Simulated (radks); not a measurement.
Spherical jellium clusters: N electrons in a uniform positive sphere of charge N and radius rs N^(1/3), rs = 2.41 bohr. Calculated with a radial shooting solver with Libxc functionals: non-relativistic Kohn-Sham, LDA (Slater exchange, Perdew-Wang correlation), spin-polarised, spherical densities. Levels are named by radial order and angular momentum (1s, 1p, 1d, 2s, ...), and open shells are averaged over m. At N = 13 the configuration is 1s2 1p6 1d(up 5, down 0). The background grows by one charge. Does electron 14 go into 2s up or 2s down or 1d down?

Answer. Into 2s up. The total energies of the other choices lie higher by 0.165 eV (1d down), 0.477 eV (2s down).
